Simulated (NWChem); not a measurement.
System: CH₃Cl₂In; SMILES [CH3][In]([Cl])[Cl]

Excerpt of the output:

```
             Northwest Computational Chemistry Package (NWChem) 7.3.0
             --------------------------------------------------------

 C1  symmetry detected

                             Geometry "geometry" -> ""
                             -------------------------

 Output coordinates in angstroms (scale by  1.889725989 to convert to a.u.)

  No.       Tag          Charge          X              Y              Z
 ---- ---------------- ---------- -------------- -------------- --------------
    1 In                  49.0000    -0.26741854     0.00000023     0.00066924
    2 Cl                  17.0000     1.05192328     1.94244792    -0.00045187
    3 Cl                  17.0000     1.05511498    -1.94073391    -0.00044822
    4 C                    6.0000    -2.40470802    -0.00529364    -0.00100835
    5 H                    1.0000    -2.76810942    -1.03674664     0.09064998
    6 H                    1.0000    -2.75665562     0.43716372    -0.94326662
    7 H                    1.0000    -2.76312871     0.60219549     0.84117548

 Effective nuclear repulsion energy (a.u.)     565.5059313593

 Summary of "ao basis" -> "ao basis" (spherical)
 ------------------------------------------------------------------------------
       Tag                 Description            Shells   Functions and Types
 ---------------- ------------------------------  ------  ---------------------
 In                         def2-svp                10       26   4s4p2d
 Cl                         def2-svp                 8       18   4s3p1d
 C                          def2-svp                 6       14   3s2p1d
 H                          def2-svp                 3        5   2s1p

            General Information
            -------------------
          SCF calculation type: DFT
          Wavefunction type:  closed shell.
          No. of atoms     :     7
          No. of electrons :    64
           Alpha electrons :    32
            Beta electrons :    32
          Charge           :     0
          Spin multiplicity:     1
          Use of symmetry is: off; symmetry adaption is: off
          Maximum number of iterations: 150
          AO basis - number of functions:    91
                     number of shells:    41
          Convergence on energy requested:  1.00D-06
          Convergence on density requested:  1.00D-05
          Convergence on gradient requested:  5.00D-04

              XC Information
              --------------
          PerdewBurkeErnzerhof Exchange Functional  1.000
            Perdew 1991 LDA Correlation Functional  1.000 local
           PerdewBurkeErnz. Correlation Functional  1.000 non-local

             Grid Information
             ----------------
          Grid used for XC integration:  medium
          Radial quadrature: Mura-Knowles
          Angular quadrature: Lebedev.
          Tag              B.-S. Rad. Rad. Pts. Rad. Cut. Ang. Pts.
          ---              ---------- --------- --------- ---------
          In                  1.55      123           9.0       590
          Cl                  1.00       88          12.0       590
          C                   0.70       49          10.0       434
          H                   0.35       45          11.0       434
          Grid pruning is: on
          Number of quadrature shells:   483
          Spatial weights used:  Erf1

      Superposition of Atomic Density Guess
      -------------------------------------

 Sum of atomic energies:       -1175.81998785

      Non-variational initial energy
      ------------------------------

 Total energy =   -1147.821107
 1-e energy   =   -2240.693234
 2-e energy   =     799.934508
 HOMO         =      -0.356300
 LUMO         =      -0.042497

   convergence    iter        energy       DeltaE   RMS-Dens  Diis-err
 ---------------- ----- ----------------- --------- --------- ---------
 d= 0,ls=0.0,diis     1  -1149.7133870186 -1.44D+03  2.21D-02  5.44D-01
 d= 0,ls=0.0,diis     2  -1149.5878419427  1.26D-01  1.48D-02  1.16D+00
 d= 0,ls=0.0,diis     3  -1149.7765794386 -1.89D-01  3.50D-03  7.83D-02
 d= 0,ls=0.0,diis     4  -1149.7853927881 -8.81D-03  1.59D-03  2.20D-02
 d= 0,ls=0.0,diis     5  -1149.7885671022 -3.17D-03  3.22D-04  9.27D-04
  Resetting Diis
 d= 0,ls=0.0,diis     6  -1149.7886991909 -1.32D-04  4.23D-05  2.81D-05
 d= 0,ls=0.0,diis     7  -1149.7887028408 -3.65D-06  3.83D-05  1.36D-06
 d= 0,ls=0.0,diis     8  -1149.7887022891  5.52D-07  2.43D-05  4.85D-06
 d= 0,ls=0.0,diis     9  -1149.7887030853 -7.96D-07  3.05D-06  7.61D-08

         Total DFT energy =    -1149.788703085284
      One electron energy =    -2242.991737590354
           Coulomb energy =      879.606592069720
    Exchange-Corr. energy =      -79.341177307578
 Nuclear repulsion energy =      292.937619742929

 Numeric. integr. density =       63.999997374942

                       DFT Final Molecular Orbital Analysis
                       ------------------------------------

 Vector   30  Occ=2.000000D+00  E=-2.648601D-01
              MO Center=  1.0D+00, -2.8D-02, -4.8D-04, r^2= 4.8D+00
   Bfn.  Coefficient  Atom+Function         Bfn.  Coefficient  Atom+Function
  ----- ------------  ---------------      ----- ------------  ---------------
    57     -0.465044  3 Cl pz                39      0.458614  2 Cl pz
    54     -0.338173  3 Cl pz                36      0.333270  2 Cl pz
    51     -0.198461  3 Cl pz                33      0.195588  2 Cl pz
    18     -0.093233  1 In d -1              23      0.049305  1 In d -1

 Vector   31  Occ=2.000000D+00  E=-2.598391D-01
              MO Center=  9.8D-01,  5.8D-01, -3.8D-04, r^2= 4.6D+00
   Bfn.  Coefficient  Atom+Function         Bfn.  Coefficient  Atom+Function
  ----- ------------  ---------------      ----- ------------  ---------------
    37      0.389042  2 Cl px                38     -0.346261  2 Cl py
    56     -0.314333  3 Cl py                34      0.287612  2 Cl px
    35     -0.258085  2 Cl py                53     -0.233968  3 Cl py
    55     -0.219062  3 Cl px                31      0.168042  2 Cl px
    52     -0.158386  3 Cl px                32     -0.150457  2 Cl py

 Vector   32  Occ=2.000000D+00  E=-2.593099D-01
              MO Center=  4.8D-01, -6.0D-01, -2.2D-04, r^2= 5.3D+00
   Bfn.  Coefficient  Atom+Function         Bfn.  Coefficient  Atom+Function
  ----- ------------  ---------------      ----- ------------  ---------------
    55      0.454731  3 Cl px                52      0.342431  3 Cl px
    37      0.317001  2 Cl px                34      0.242037  2 Cl px
    66      0.217568  4 C  px                49      0.199443  3 Cl px
    69      0.162789  4 C  px                21     -0.160871  1 In d  2
    56      0.148589  3 Cl py                31      0.140650  2 Cl px

 Vector   33  Occ=0.000000D+00  E=-8.983426D-02
              MO Center= -2.7D-01,  6.7D-03,  7.3D-03, r^2= 4.8D+00
   Bfn.  Coefficient  Atom+Function         Bfn.  Coefficient  Atom+Function
  ----- ------------  ---------------      ----- ------------  ---------------
     4      0.702241  1 In s                  3      0.625699  1 In s
    65     -0.512592  4 C  s                  1     -0.342493  1 In s
    38      0.322081  2 Cl py                56     -0.322112  3 Cl py
    69     -0.294454  4 C  px                66     -0.292112  4 C  px
    37      0.190000  2 Cl px                55      0.190440  3 Cl px

 Vector   34  Occ=0.000000D+00  E=-7.729345D-02
              MO Center= -2.0D-01, -9.6D-03, -6.4D-03, r^2= 4.2D+00
   Bfn.  Coefficient  Atom+Function         Bfn.  Coefficient  Atom+Function
  ----- ------------  ---------------      ----- ------------  ---------------
    13      0.654474  1 In pz                16      0.507714  1 In pz
    57     -0.236973  3 Cl pz                39     -0.234684  2 Cl pz
    10     -0.164503  1 In pz                 7     -0.151507  1 In pz
    54     -0.141872  3 Cl pz                36     -0.140598  2 Cl pz
    83      0.123937  6 H  s                 88     -0.117248  7 H  s

 Vector   35  Occ=0.000000D+00  E= 1.148372D-02
              MO Center= -5.1D-01,  9.8D-02, -9.1D-03, r^2= 6.1D+00
   Bfn.  Coefficient  Atom+Function         Bfn.  Coefficient  Atom+Function
  ----- ------------  ---------------      ----- ------------  ---------------
    15      1.026287  1 In py                12      0.447055  1 In py
    48      0.401186  3 Cl s                 30     -0.392178  2 Cl s
    37      0.271108  2 Cl px                78      0.267919  5 H  s
    55     -0.258515  3 Cl px                65     -0.166367  4 C  s
    47      0.146241  3 Cl s                 77      0.143697  5 H  s

     Multipole analysis of the density
     ---------------------------------

     L   x y z        total         alpha         beta         nuclear
     -   - - -        -----         -----         ----         -------
     0   0 0 0     -0.000000    -32.000000    -32.000000     64.000000

     1   1 0 0     -1.408893     -7.779315     -7.779315     14.149737
     1   0 1 0      0.009234      0.004623      0.004623     -0.000012
     1   0 0 1     -0.001617      0.016897      0.016897     -0.035411

     2   2 0 0    -40.323295   -193.056019   -193.056019    345.788742
     2   1 1 0     -0.022965     -0.015947     -0.015947      0.008929
     2   1 0 1      0.011184     -0.029630     -0.029630      0.070444
     2   0 2 0    -45.704607   -254.616427   -254.616427    463.528246
     2   0 1 1      0.000430      0.000023      0.000023      0.000384
     2   0 0 2    -38.603899    -22.168743    -22.168743      5.733586

                                 NWChem DFT Module
                                 -----------------

            General Information
            -------------------
          SCF calculation type: DFT
          Wavefunction type:  spin polarized.
          No. of atoms     :     7
          No. of electrons :    63
           Alpha electrons :    32
            Beta electrons :    31
          Charge           :     1
          Spin multiplicity:     2
          Use of symmetry is: off; symmetry adaption is: off
          Maximum number of iterations: 150
          AO basis - number of functions:    91
                     number of shells:    41
          Convergence on energy requested:  1.00D-06
          Convergence on density requested:  1.00D-05
          Convergence on gradient requested:  5.00D-04

              XC Information
              --------------
          PerdewBurkeErnzerhof Exchange Functional  1.000
            Perdew 1991 LDA Correlation Functional  1.000 local
           PerdewBurkeErnz. Correlation Functional  1.000 non-local

             Grid Information
             ----------------
          Grid used for XC integration:  medium
          Radial quadrature: Mura-Knowles
          Angular quadrature: Lebedev.
          Tag              B.-S. Rad. Rad. Pts. Rad. Cut. Ang. Pts.
          ---              ---------- --------- --------- ---------
          In                  1.55      123           9.0       590
          Cl                  1.00       88          12.0       590
          C                   0.70       49          10.0       434
          H                   0.35       45          11.0       434
          Grid pruning is: on
          Number of quadrature shells:   483
          Spatial weights used:  Erf1

      Superposition of Atomic Density Guess
      -------------------------------------

 Sum of atomic energies:       -1175.81998785

 Renormalizing density from      64.00 to     63

      Non-variational initial energy
      ------------------------------

 Total energy =   -1137.612932
 1-e energy   =   -2205.682403
 2-e energy   =     775.131851
 HOMO         =      -0.609927
 LUMO         =      -0.306568

[...]
```

Level: PBE/def2-SVP with def2 effective core potentials on In, vertical spin-unrestricted ions. Geometry: optimised at PBE0/def2-SVP. No frequency run checked for a minimum. def2 effective core potentials on In; no spin-orbit coupling.

Q: Write an input that gives this output.

A: This is not unique; one that fits is the input that was run:
```
start job
memory heap 200 mb stack 900 mb global 1100 mb
geometry units angstroms noautoz
  In    -0.298520    -0.004410     0.001297
  Cl     1.005123     1.948607    -0.001284
  Cl     1.039609    -1.934423    -0.001099
  C     -2.435698    -0.026928     0.001835
  H     -2.790680    -1.061271     0.093919
  H     -2.792176     0.412626    -0.940079
  H     -2.798130     0.577700     0.844361
end
basis spherical
  * library def2-svp
end
ecp
  In library def2-ecp
end
dft
  xc xpbe96 cpbe96
  iterations 150
  vectors input atomic output neutral.movecs
end
task dft energy
charge 1
dft
  odft
  mult 2
  vectors input atomic output cation.movecs
end
task dft energy
```
